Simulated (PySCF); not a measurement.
Compound: C6H7ClO2 (charge +1 and doublet state).
Z-matrix (Å and degrees, GFN2-xTB geometry), rows numbered from 1:
```
O 
C   1  1.1910
O   2  1.3231  1  125.56
C   3  1.4177  2  115.78  1     3.04
C   4  1.4866  3  116.50  2  -136.25
C   5  1.3634  4   94.16  3  -125.95
C   6  1.5200  5   93.53  4     5.39
C   7  1.5166  4  114.89  3    15.35
Cl  8  1.8028  7  104.35  4    75.19
H   2  1.1040  1  124.94  3  -179.74
H   4  1.1083  3  106.77  2    -6.02
H   5  1.0753  4  131.39  3    50.15
H   6  1.0749  5  134.21  4  -169.11
H   7  1.0901  4  114.82  3  -118.21
H   8  1.0895  7  113.70  4   -43.18
H   8  1.0904  7  111.75  4  -169.10
```

The hyperfine couplings belong to this conformer and change with its torsions.

The species is `O=CO[C@@H]1[CH+][CH][C@@H]1CCl` [radical] (charge +1).

Method used: PySCF, UKS B3LYP, pcH-1 on C Cl H O, non-relativistic, mean-field spin-orbit, GIAO. One conformer (not necessarily the lowest) at the GFN2-xTB geometry, without solvent, vibrations or thermal averaging. Couplings are sensitive to structure, and on GFN2-xTB geometries they can be far from those on DFT ones, by a factor of two or more for some ions and for spin on atoms past the first row. The SCF solution wasn't tested for stability.

Task: Break the g tensor into its mass correction, gauge correction and orbital-Zeeman/spin–orbit terms.

Result: 
```
                    Δg (ppt)      1      2      3
relativistic mass correction  -0.23  -0.23  -0.23
            gauge correction   0.02   0.05   0.03
   orbital Zeeman/spin–orbit   0.99   8.32  16.57
                       total   0.78   8.13  16.37
```

So g = 2.00310, 2.01045, 2.01869 and g_iso = 2.01075; the tensor is rhombic: the two nearest values differ by 47 % of g3 − g1. Axes: g3 points within 12° of the C8–Cl9 bond.

Task: What are the electron Larmor frequencies g μB B/h along the three axes at 350 mT?

Result: 9.8126, 9.8486, 9.8889 GHz for g1, g2 and g3, a range of 76.4 MHz.

Task: At 9.412 GHz, how far is the centre of the isotropic spectrum from where a free electron (g = 2.002319) resonates?

Result: B = hν/(g μB) with μB/h = 13.99624 MHz/mT gives 335.84 mT for the free electron and 334.44 mT at g_iso, 1.41 mT lower.

Task: Average each term over the three axes. Which is largest in size?

Result: The orbital-Zeeman/spin–orbit term 8.63, the mass correction -0.23 and the gauge correction 0.03 ppt, for a total of 8.43 ppt. The orbital-Zeeman/spin–orbit term is the largest in size. The mass correction is the same along every axis, so the anisotropy comes from the other two: their spans along these axes are 0.03 (gauge) and 15.58 ppt (orbital Zeeman/spin–orbit).

Task: In a frozen sample, at which fields do the three g values resonate at 9.5, 34, 94 and 263 GHz (hyperfine left aside), and which band first spreads them over more than twice a line width of 0.5 mT?

Result: 
| band | GHz | B(g3) mT | B(g2) mT | B(g1) mT | spread mT |
| --- | --- | --- | --- | --- | --- |
| X | 9.5 | 336.24 | 337.61 | 338.85 | 2.62 |
| Q | 34.0 | 1203.37 | 1208.30 | 1212.73 | 9.36 |
| W | 94.0 | 3326.96 | 3340.59 | 3352.85 | 25.89 |
| J | 263.0 | 9308.40 | 9346.53 | 9380.83 | 72.43 |

The spread grows in proportion to the frequency. X band is the first where it exceeds 1.0 mT.

The Mulliken spin populations are largest on C5 (+0.34), C6 (+0.26), Cl9 (+0.26) and O1 (+0.10). Three atoms exceed +0.15.

The HOMO–LUMO gaps are 5.94 eV among the α and 1.75 eV among the β orbitals.
